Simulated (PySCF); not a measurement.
B(H) cation (BH), SMILES [BH] (connectivity only; charge and spin as stated), charge +1, multiplicity 2. Atoms are numbered in the order given.

```xyz
2

B      0.0000     0.0000    -0.2007
H      0.0000     0.0000     1.0037
```
Charge +1, spin multiplicity 2.

Coordinates come from a B3LYP-D3(BJ)/def2-TZVPD optimisation. The spin state was assumed, not searched.

Two levels are set side by side: PBE/pcH-1 (PySCF) and B3LYP/pcH-1 (PySCF). Contact hyperfine couplings, same geometry. Differences are taken from unrounded values.

```json
[
 {"quantity": "A(iso) of 11B, atom B1 (MHz)", "B3LYP": "987.5"},
 {"quantity": "A(iso) of 1H, atom H2 (MHz)", "B3LYP": "385.2"}
]
```

**Question.** What does PBE give, and how far is it from B3LYP? (The exact figures need the calculation; the answer reports its results.)

**Answer.** 
```
quantity                        PBE  PBE minus B3LYP
----------------------------  -----  ---------------
A(iso) of 11B, atom B1 (MHz)  934.2            -53.3
A(iso) of 1H, atom H2 (MHz)   366.9            -18.3
```
